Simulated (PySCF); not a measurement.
An element was calculated at PBE0 (PySCF 2.14, ECP, a triple-zeta basis, no spin-orbit coupling), in the ground configurations that NIST lists.

| Item | Value |
| --- | --- |
| electron affinity | 1.819 eV |
| first ionisation energy | 9.047 eV |
| second ionisation energy | 18.835 eV |
| third ionisation energy | 30.915 eV |
| polarisability of the atom | 40.1 bohr³ |

Problem. Which element is it?

Solution. Platinum (Pt, Z = 78), in aug-cc-pwCVTZ-PP with ECP60MDF. NIST lists 8.959, 18.56 ± 0.12, 29 ± 1.6 eV for these ionisation energies.
